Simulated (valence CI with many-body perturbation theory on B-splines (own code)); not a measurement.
**Ni¹³⁺: what the settings do**

Calculated by relativistic CI+MBPT: five valence electrons over a frozen Dirac-Fock core [Ne], radial functions for each j: 6 s, 6 p, 5 d, 3 f, 1 g, with the one-electron correlation potential Σ1, the two-electron term Σ2, the three-electron term Σ3, Breit, model QED; selected CI, second order for the rest, scaled by the run's own slope (own B-spline code, finite nucleus).

No measured levels were compared; by estimate levels of excited configurations hold to 0.05 to 0.15 % of their energy, terms of the ground configuration to about 0.5 %. Among the levels kept, up to 1100 cm⁻¹ of a level comes from second order outside the variational space, and about a tenth of that is noise between levels of different J, which matters for small intervals.

The reference run has the lowest level 3s²3p³ ⁴S°_3/2 and an ionisation energy of 424.869 eV. Its largest variational space holds 9987 state functions.

Names give the largest LS component (configuration and term), which can be under half, so a name can repeat, a term be missing and a line seem to break the LS rules; names also repeat where a configuration has a term twice. Letters in brackets count levels of one name in rising energy.

Changed runs:
A. cutoff of virtual states (hartree) 1568 → 2160
B. cutoff of virtual states (hartree) 1568 → 1080; averaging of valence orbitals over low configurations on → off
C. selection threshold (hartree) 2e-08 → 2e-07
D. Davidson tolerance 2e-05 → 0.03 (bad on purpose)

Excitation energies of the reference run in cm⁻¹, and shifts in cm⁻¹:

```
                 Level  Reference        A       B         C         D
        3s²3p³ ²D°_3/2      46227        0    -6.4         0      +1.4
        3s²3p³ ²D°_5/2      54029     +0.4    -5.0         0      -0.5
        3s²3p³ ²P°_1/2      85729     +0.5    -6.0         0         0
        3s²3p³ ²P°_3/2      97225     +1.3    -5.3         0      +0.4
          3s3p⁴ ⁴P_5/2     316341     +3.0    +1.6         0      +1.5
          3s3p⁴ ⁴P_3/2     330825     +3.8    +1.3         0      +0.3
          3s3p⁴ ⁴P_1/2     336740     +4.0    +2.5         0      -0.1
          3s3p⁴ ²D_3/2     392276     +4.8    -8.8         0      +0.9
          3s3p⁴ ²D_5/2     395910     +4.9    -7.2         0      +1.6
       3s²3p²3d ²P_3/2     448139     +8.1     -30         0      +2.5
      3s3p⁴ ²S_1/2 [a]     453421     +6.3     -21         0      +0.8
      3s3p⁴ ²S_1/2 [b]     476604     +7.2     -19         0      +1.2
Ionisation energy (eV)    424.869  +0.0013  -0.006  -3.4e-05  -4.5e-05
```
